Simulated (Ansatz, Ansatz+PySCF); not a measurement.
```
atom   x (Å)   y (Å)   z (Å)
  Fe  0.0000  0.0000  0.0000
  Cl  0.0000  0.0000  2.1760
```

Basis set: def2-SVP (spherical functions). Correlated methods keep 10 orbitals frozen. Charge 0, multiplicity 6.

Computed with Ansatz (development build ahead of 0.2.0); each method stands on the lowest determinant of its kind that the runs found. Restricted functionals stand beside restricted open-shell atoms, which can lie above the unrestricted atoms usual in DFT and then raise those values.

Task: Give the atomization energy at this shape (free ground-state atoms in the same class of orbitals less the molecule, no zero-point energy) of sextet FeCl by ωB97X (unrestricted), ωB97X (restricted open-shell), r²SCAN (unrestricted), r²SCAN (restricted open-shell), PBE0 (unrestricted), PBE0 (restricted open-shell), PBE (unrestricted), PBE (restricted open-shell), UHF-MP2, UHF, ROHF.

Result:

| method | atomization energy |
| --- | --- |
| ωB97X (unrestricted) | 3.12 eV |
| ωB97X (restricted open-shell) | 3.16 eV |
| r²SCAN (unrestricted) | 3.98 eV |
| r²SCAN (restricted open-shell) | 4.08 eV |
| PBE0 (unrestricted) | 3.63 eV |
| PBE0 (restricted open-shell) | 3.68 eV |
| PBE (unrestricted) | 3.79 eV |
| PBE (restricted open-shell) | 3.85 eV |
| UHF-MP2 | 3.28 eV |
| UHF | 2.86 eV |
| ROHF | 2.98 eV |

Caution: other spin multiplicities were not run.
